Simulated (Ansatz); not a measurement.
Cost and result for the atomization energy of AlFH4O4Si, SMILES `O[Si](O)(O)[O][AlH][F]` (11 atoms, 10 bonds).

```xyz
11

O    -0.4198    1.0095   -1.5548
Si    0.0673    0.8368    0.0000
O     1.6798    1.0136    0.1570
O    -0.5296    1.9845    0.9877
O    -0.4568   -0.6334    0.4230
Al   -0.3536   -2.3044    0.4078
F     0.9636   -3.0015   -0.2917
H    -0.2746    1.8682   -1.9548
H     2.2291    0.5350   -0.4648
H    -1.4476    1.8980    1.2449
H    -1.4578   -3.2062    1.0456
```

Charge 0, multiplicity 1. The structure was optimised at the PBE0-D4/def2-TZVP level. It is one conformer, not always the lowest. Program: Ansatz. All runs use 2 threads of an AMD EPYC 7R13 on a shared host and a share of an NVIDIA H100 80 GB. Times are those of one run each, without the atoms' runs, and a repeat can differ threefold. Electronic energies, without spin–orbit coupling; frozen cores. CCSD(T)/CBS adds CCSD(T) − MP2 in def2-TZVPP to the MP2 limit, and its time is that of the two runs behind it. T1 = 0.012. HSE06 is the plane-wave form, built on full-range PBE exchange.

CCSD(T)/CBS is a level of theory with its own doubt, some kJ/mol a heavy atom from the limit and from the frozen cores, so smaller differences don't rank the functionals.

| level | functions | wall time |
| --- | --- | --- |
| PBE0-D4/def2-TZVPP | 295 | 2.5 s |
| CCSD(T)/def2-SVP | 126 | 3.3 s |
| r2SCAN-D4/def2-TZVPP (with forces) | 295 | 3.4 s |
| LDA (SPW92)/def2-TZVPP | 295 | 3.8 s |
| BHLYP-D4/def2-TZVPP | 295 | 6 s |
| CAM-B3LYP-D4/def2-TZVPP | 295 | 6 s |
| MP2/def2-QZVPP | 545 | 6 s |
| r2SCANh-D4/def2-TZVPP | 295 | 6.5 s |
| B2PLYP/def2-TZVPP | 295 | 6.5 s |
| CCSD(T)/def2-TZVPP | 295 | 6.5 s |
| HSE06-D4/def2-TZVPP | 295 | 7 s |
| ωB97X-V/def2-TZVPP | 295 | 7.5 s |
| CCSD(T)/CBS(def2) | – | 13 s |

Task: What atomization energy does each give, and how far from CCSD(T)/CBS? (Best estimate.)

Result: Ansatz gave: 
| level | atomization (kJ/mol) | difference from CCSD(T)/CBS | per bond |
| --- | --- | --- | --- |
| PBE0-D4/def2-TZVPP | 4549.6 | -132.1 | -13.2 |
| CCSD(T)/def2-SVP | 4246.2 | -435.5 | -43.5 |
| r2SCAN-D4/def2-TZVPP (with forces) | 4646.4 | -35.3 | -3.5 |
| LDA (SPW92)/def2-TZVPP | 5316.5 | 634.8 | 63.5 |
| BHLYP-D4/def2-TZVPP | 4424.2 | -257.5 | -25.8 |
| CAM-B3LYP-D4/def2-TZVPP | 4653.4 | -28.3 | -2.8 |
| MP2/def2-QZVPP | 4801.4 | 119.7 | 12.0 |
| r2SCANh-D4/def2-TZVPP | 4597.5 | -84.2 | -8.4 |
| B2PLYP/def2-TZVPP | 4585.4 | -96.3 | -9.6 |
| CCSD(T)/def2-TZVPP | 4524.7 | -157.0 | -15.7 |
| HSE06-D4/def2-TZVPP | 4552.8 | -128.9 | -12.9 |
| ωB97X-V/def2-TZVPP | 4638.0 | -43.7 | -4.4 |
| CCSD(T)/CBS(def2) | 4681.7 | 0.0 | 0.0 |

From r2SCAN to r2SCAN0 (25 % exact exchange), in def2-TZVPP and without D4, the atomization energy moves by −121.1 kJ/mol: exact exchange takes away binding that semilocal exchange gives to molecules. In def2-TZVPP, CCSD(T) changes the Hartree–Fock value by +1212.5 kJ/mol (the triples alone add +74.0 kJ/mol) and MP2 by +1393.0 kJ/mol; breaking electron pairs costs correlation energy, which Hartree–Fock lacks. The D4 term adds +41.5 kJ/mol with B3LYP and +21.9 kJ/mol with PBE0; it sums over pairs of atoms, weighted by their polarisabilities, and B3LYP, whose exchange is more repulsive, gets the larger term.

B3LYP here is the variant with VWN-RPA as its local correlation; programs differ in this.
